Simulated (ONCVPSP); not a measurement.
**iodine: excitation energies, all-electron against ONCV**

I (Z = 53), optimised norm-conserving Vanderbilt (ONCV), made with ONCVPSP 4.0.1 (PBE, scalar-relativistic). Core [Ar] 3d10, reference 4s2 4p6 4d10 5s2 5p5. Waves: 4s+5s: rc 0.95 bohr, ncon 4, nbas 8, qcut 10.8 1/bohr, 2 projectors; 4p+5p: rc 1.30 bohr, ncon 4, nbas 8, qcut 12.6 1/bohr, 2 projectors; 4d: rc 1.45 bohr, ncon 4, nbas 8, qcut 9 1/bohr, 2 projectors, debl 3.6 Ha. Local part: polynomial inside 0.70 bohr (lpopt 5, dvloc0 2 Ha). Core correction: Teter function, fcfact 5, rcfact 1.35.

Energies are relative to the spin-unpolarised reference configuration 4s2 4p6 4d10 5s2 5p5; without spin polarisation the order of configurations can differ from experiment.

```json
{"valence configuration": "4s2 4p6 4d10 5s2 5p4", "charge": "+1", "ΔE all-electron (eV)": "11.131", "error AE − PS (meV)": "-2.5"}
{"valence configuration": "4s2 4p6 4d10 5s2 5p2", "charge": "+3", "ΔE all-electron (eV)": "60.307", "error AE − PS (meV)": "-17"}
```

Problem. What are ΔE and the potential's error for 4s2 4p6 4d10 5s2 5p3?

Solution. ΔE = 30.978 eV all-electron; the error (AE − PS) is -7.9 meV.

Problem. What are ΔE and the potential's error for 4s2 4p6 4d10 5s1 5p6?

Solution. ΔE = 10.415 eV all-electron; the error (AE − PS) is 0.0 meV.

Levels in the configuration 4s2 4p6 4d10 5s2 5p3:

| level | all-electron (eV) | pseudo (eV) |
| --- | --- | --- |
| 4s | -200.997 | -201.014 |
| 4p | -147.954 | -147.972 |
| 4d | -70.586 | -70.583 |
| 5s | -36.004 | -36.003 |
| 5p | -24.481 | -24.482 |

Note: no bound ghost flagged; GHOST(+) flagged for s at 119.8 eV.
